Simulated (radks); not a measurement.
Problem. The terbium ion Tb+, configuration [Xe] 4f9 6s1 (the NIST ground configuration). Calculated with a radial shooting solver on a logarithmic mesh with Libxc functionals: Dirac Kohn-Sham, Slater X-alpha with alpha = 0.813, spin-unpolarised, spherical densities, finite nucleus; open shells fill j = l - 1/2 first; Fermi nuclear charge, rms radius 5.06 fm. Some entries of the table are withheld. Estimate them.

orbital,occ.,eigenvalue (eV),<r^2> (bohr^2)
1s1/2,2,-51889.09,0.0006313
2s1/2,2,-8622.864,0.009809
2p1/2,2,-8205.050,0.007099
2p3/2,4,-7454.735,0.008326
3s1/2,2,-1921.434,0.06516
3p1/2,2,-1738.007,0.06048
3p3/2,4,-1582.711,0.06747
3d3/2,4,-1264.325,(1)
3d5/2,6,-1230.289,(2)
4s1/2,2,(3),(4)
4p1/2,2,-314.2841,0.3455
4p3/2,4,-279.5503,0.3843
4d3/2,4,-159.8563,0.4386
4d5/2,6,-153.5506,0.4540
5s1/2,2,-55.0217,1.958
5p1/2,2,-35.3778,2.508
5p3/2,4,-30.8479,2.869
4f5/2,6,(5),1.006
4f7/2,3,(6),1.053
6s1/2,1,-8.8545,15.24

Solution. 
(1) 3d3/2 <r^2> (bohr^2): 0.05354
(2) 3d5/2 <r^2> (bohr^2): 0.05549
(3) 4s1/2 eigenvalue (eV): -386.5521
(4) 4s1/2 <r^2> (bohr^2): 0.3295
(5) 4f5/2 eigenvalue (eV): -11.7465
(6) 4f7/2 eigenvalue (eV): -10.9193
